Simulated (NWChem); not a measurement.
System: GeNH₅; SMILES [NH2][GeH3]

Here is an NWChem input.

```
start job
memory heap 200 mb stack 900 mb global 1100 mb
geometry units angstroms noautoz
  Ge    -0.015549     0.350322     0.000000
  N     -0.108101    -1.508659     0.000000
  H     -0.756421     0.828140    -1.274845
  H     -0.756421     0.828140     1.274845
  H      1.424917     0.961511     0.000000
  H      0.349613    -1.917093    -0.824533
  H      0.349613    -1.917093     0.824533
end
basis spherical
  Ge library 6-311g**
  N library 6-311g**
  H library 6-311g**
end
dft
  xc pbe0
  iterations 150
  mulliken
end
task dft energy
```

Excerpt of the output:

```
             Northwest Computational Chemistry Package (NWChem) 7.3.0
             --------------------------------------------------------

 CS  symmetry detected

                             Geometry "geometry" -> ""
                             -------------------------

 Output coordinates in angstroms (scale by  1.889725989 to convert to a.u.)

  No.       Tag          Charge          X              Y              Z
 ---- ---------------- ---------- -------------- -------------- --------------
    1 Ge                  32.0000    -0.00655256    -0.36314373     0.00000000
    2 N                    7.0000    -0.07034537     1.49704624     0.00000000
    3 H                    1.0000    -0.75472516    -0.82944741    -1.27484500
    4 H                    1.0000    -0.75472516    -0.82944741     1.27484500
    5 H                    1.0000     1.42428949    -0.99653566     0.00000000
    6 H                    1.0000     0.39363011     1.89835310    -0.82453300
    7 H                    1.0000     0.39363011     1.89835310     0.82453300

 Effective nuclear repulsion energy (a.u.)     123.3477554795

      Symmetry information
      --------------------

 Group name             Cs
 Group number              2
 Group order               2
 No. of unique centers     5

                                 NWChem DFT Module
                                 -----------------

 Summary of "ao basis" -> "ao basis" (spherical)
 ------------------------------------------------------------------------------
       Tag                 Description            Shells   Functions and Types
 ---------------- ------------------------------  ------  ---------------------
 Ge                         6-311g**                18       44   8s7p3d
 N                          6-311g**                 8       18   4s3p1d
 H                          6-311g**                 4        6   3s1p

      Symmetry analysis of basis
      --------------------------

        a'         61
        a"         31

            General Information
            -------------------
          SCF calculation type: DFT
          Wavefunction type:  closed shell.
          No. of atoms     :     7
          No. of electrons :    44
           Alpha electrons :    22
            Beta electrons :    22
          Charge           :     0
          Spin multiplicity:     1
          Use of symmetry is: on ; symmetry adaption is: on
          Maximum number of iterations: 150
          AO basis - number of functions:    92
                     number of shells:    46
          Convergence on energy requested:  1.00D-06
          Convergence on density requested:  1.00D-05
          Convergence on gradient requested:  5.00D-04

              XC Information
              --------------
                         PBE0 Method XC Functional
                     Hartree-Fock (Exact) Exchange  0.250
          PerdewBurkeErnzerhof Exchange Functional  0.750
            Perdew 1991 LDA Correlation Functional  1.000 local
           PerdewBurkeErnz. Correlation Functional  1.000 non-local

             Grid Information
             ----------------
          Grid used for XC integration:  medium
          Radial quadrature: Mura-Knowles
          Angular quadrature: Lebedev.
          Tag              B.-S. Rad. Rad. Pts. Rad. Cut. Ang. Pts.
          ---              ---------- --------- --------- ---------
          Ge                  1.25      112           9.0       590
          N                   0.65       49           9.0       434
          H                   0.35       45          11.0       434
          Grid pruning is: on
          Number of quadrature shells:   296
          Spatial weights used:  Erf1

      Superposition of Atomic Density Guess
      -------------------------------------

 Sum of atomic energies:       -2132.06961810

      Non-variational initial energy
      ------------------------------

 Total energy =   -2132.784534
 1-e energy   =   -3216.298944
 2-e energy   =     960.166654
 HOMO         =      -0.337490
 LUMO         =       0.029322

      Symmetry analysis of molecular orbitals - initial
      -------------------------------------------------

  Numbering of irreducible representations:

     1 a'          2 a"

  Orbital symmetries:

     1 a'          2 a'          3 a"          4 a'          5 a'
     6 a'          7 a'          8 a'          9 a"         10 a'
    11 a'         12 a'         13 a"         14 a"         15 a'
    16 a'         17 a'         18 a"         19 a'         20 a'
    21 a"         22 a'         23 a'         24 a'         25 a"
    26 a'         27 a'         28 a"         29 a'         30 a"
    31 a'         32 a'

     ---------------------------------------------
      Total Density - Mulliken Population Analysis
     ---------------------------------------------

    Atom       Charge   Shell Charges
 -----------   ------   -------------------------------------------------------
    1 Ge  32    31.30   0.77  1.19  1.04  0.94  0.86  1.18  0.93  0.34  0.50  5.48  4.51  1.47  0.74  0.87  0.37  8.15  1.81  0.16
    2 N    7     8.03   1.09  0.90  0.80  0.92  1.95  0.72  1.64  0.01
    3 H    1     1.10   0.22  0.57  0.30  0.01
    4 H    1     1.10   0.22  0.57  0.30  0.01
    5 H    1     1.11   0.22  0.56  0.32  0.01
    6 H    1     0.68   0.22  0.34  0.08  0.04
    7 H    1     0.68   0.22  0.34  0.08  0.04

   convergence    iter        energy       DeltaE   RMS-Dens  Diis-err
 ---------------- ----- ----------------- --------- --------- ---------
 d= 0,ls=0.0,diis     1  -2134.3604807664 -2.26D+03  7.01D-03  2.37D+00
 d= 0,ls=0.0,diis     2  -2134.3594734350  1.01D-03  6.56D-03  3.78D-01
 d= 0,ls=0.0,diis     3  -2134.3540092041  5.46D-03  3.10D-03  4.75D-01
 d= 0,ls=0.0,diis     4  -2134.4026298832 -4.86D-02  2.72D-04  1.92D-03
 d= 0,ls=0.0,diis     5  -2134.4027836739 -1.54D-04  4.59D-05  1.19D-04
  Resetting Diis
 d= 0,ls=0.0,diis     6  -2134.4027888621 -5.19D-06  1.84D-05  1.13D-05
 d= 0,ls=0.0,diis     7  -2134.4027894701 -6.08D-07  8.53D-06  4.18D-07

         Total DFT energy =    -2134.402789470079
      One electron energy =    -3218.186139557493
           Coulomb energy =     1047.927965527994
    Exchange-Corr. energy =      -87.492370920055
 Nuclear repulsion energy =      123.347755479475

 Numeric. integr. density =       44.000025533442

                  Occupations of the irreducible representations
                  ----------------------------------------------

                     irrep           alpha         beta
                     --------     --------     --------
                     a'               16.0         16.0
                     a"                6.0          6.0

                       DFT Final Molecular Orbital Analysis
                       ------------------------------------

 Vector   20  Occ=2.000000D+00  E=-3.506026D-01  Symmetry=a'
              MO Center=  8.1D-02, -3.3D-01,  6.7D-14, r^2= 2.9D+00
   Bfn.  Coefficient  Atom+Function         Bfn.  Coefficient  Atom+Function
  ----- ------------  ---------------      ----- ------------  ---------------
    21      0.199888  1 Ge px                24      0.200817  1 Ge px
    76      0.198159  5 H  s                 64     -0.161381  3 H  s
    70     -0.161381  4 H  s                 15     -0.150821  1 Ge px
    52     -0.143968  2 N  py                56     -0.128357  2 N  py
    77      0.121727  5 H  s                 75      0.112279  5 H  s

 Vector   21  Occ=2.000000D+00  E=-3.460693D-01  Symmetry=a"
              MO Center= -4.8D-01, -6.0D-01, -3.2D-14, r^2= 2.5D+00
   Bfn.  Coefficient  Atom+Function         Bfn.  Coefficient  Atom+Function
  ----- ------------  ---------------      ----- ------------  ---------------
    64      0.244414  3 H  s                 70     -0.244414  4 H  s
    23     -0.216528  1 Ge pz                26     -0.211059  1 Ge pz
    17      0.162724  1 Ge pz                65      0.147745  3 H  s
    71     -0.147745  4 H  s                 63      0.136179  3 H  s
    69     -0.136179  4 H  s                 29     -0.081147  1 Ge pz

 Vector   22  Occ=2.000000D+00  E=-2.681696D-01  Symmetry=a'
              MO Center=  1.7D-02,  1.1D+00, -3.1D-15, r^2= 2.1D+00
   Bfn.  Coefficient  Atom+Function         Bfn.  Coefficient  Atom+Function
  ----- ------------  ---------------      ----- ------------  ---------------
    55      0.396826  2 N  px                51      0.325227  2 N  px
    47      0.224327  2 N  px                77     -0.210754  5 H  s
    56     -0.164450  2 N  py                54     -0.152141  2 N  s
    76     -0.151860  5 H  s                 50     -0.147920  2 N  s
    52     -0.118825  2 N  py                27      0.093084  1 Ge px

 Vector   23  Occ=0.000000D+00  E= 1.272814D-02  Symmetry=a'
              MO Center=  2.4D-01,  1.9D-01,  5.0D-15, r^2= 5.8D+00
   Bfn.  Coefficient  Atom+Function         Bfn.  Coefficient  Atom+Function
  ----- ------------  ---------------      ----- ------------  ---------------
    28      0.939835  1 Ge py                54     -0.736841  2 N  s
    65      0.403801  3 H  s                 71      0.403801  4 H  s
     8     -0.340302  1 Ge s                 27      0.279577  1 Ge px
    83      0.219681  6 H  s                 89      0.219681  7 H  s
    50     -0.181047  2 N  s                 22      0.162527  1 Ge py

[...]
```

Level: PBE0/6-311G** (spherical d). Geometry: optimised at PBE-D3(BJ)/def2-SVP.
